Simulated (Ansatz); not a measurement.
Ansatz results at the PBE0-D4/def2-TZVP geometry: size of the dipole moment (PBE/def2-TZVPP) 1.69 D; size of the dipole moment (ωB97M-V/def2-TZVPP) 1.94 D; size of the dipole moment (B3LYP/def2-TZVPP) 1.91 D.

Question: Which molecule gave them?
A. `I[Si](I)I`•
B. `[F][Ge]([F])[Br]`•
C. `O[Si](O)F`•
D. `[NH][SiH](N)F`•

Answer: B. The others give `[NH][SiH](N)F`•: 2.76, 2.48, 2.56; `I[Si](I)I`•: 0.04, 0.27, 0.18; `O[Si](O)F`•: 2.42, 2.57, 2.56.

B3LYP here is the variant with VWN-RPA as its local correlation; programs differ in this.
